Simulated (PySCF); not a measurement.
C2H2N, SMILES [CH2-]C#N, charge -1.

The structure is a stationary point at r2SCAN-D4/def2-TZVPD.

Two levels are set side by side: PBE/def2-TZVPD (PySCF) and HF/def2-TZVPD (PySCF). Same geometry, gas phase. Differences are taken from unrounded values.

| quantity | HF |
|---|---|
| orbital gap (eV) | 7.97 |
| highest occupied level (eV) | -1.97 |
| lowest empty level (eV) | 6.01 |
| mean polarisability (bohr³) | 44.2 |

**Question.** What does PBE give, and how far is it from HF? (Estimate from the structure and the level; the computed values follow.)

**Answer.** 
```json
[
 {"quantity": "orbital gap (eV)", "PBE": "2.51", "PBE minus HF": "-5.46"},
 {"quantity": "highest occupied level (eV)", "PBE": "1.60", "PBE minus HF": "3.56"},
 {"quantity": "lowest empty level (eV)", "PBE": "4.11", "PBE minus HF": "-1.90"},
 {"quantity": "mean polarisability (bohr³)", "PBE": "50.5", "PBE minus HF": "6.3"}
]
```

Without exact exchange PBE keeps part of each electron's self-repulsion, which lifts occupied levels and narrows the gap. Loosely held outer electrons make PBE densities more polarisable. Differences between two approximate levels are no errors against the true value.

Rough cost on one machine, each run with all the roots and properties that it gave: HF against PBE about 1/4.
